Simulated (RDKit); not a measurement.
Input for RDKit: MMFF94 on H2S (SMILES S).

```python
from rdkit import Chem
from rdkit.Chem import AllChem, rdDetermineBonds

blocks = [
'''3

S     0.00000000   -0.00000000    0.61867212
H     0.00000000    0.97021160   -0.30933606
H    -0.00000000   -0.97021160   -0.30933606
''',
]
mol = None
for b in blocks:
    f = Chem.MolFromXYZBlock(b)
    rdDetermineBonds.DetermineBonds(f, charge=0)
    mol = f if mol is None else Chem.CombineMols(mol, f)
Chem.SanitizeMol(mol)
print(Chem.MolToSmiles(Chem.RemoveHs(mol)))
ff = AllChem.MMFFGetMoleculeForceField(mol, AllChem.MMFFGetMoleculeProperties(mol), nonBondedThresh=100.0, ignoreInterfragInteractions=False)
e = ff.CalcEnergy()
print(f'MMFF94 energy {e:.6f} kcal/mol')
```

Output:

```
S
MMFF94 energy 0.012275 kcal/mol
```

The run finished.

Cost: very roughly 0.020 core-seconds.
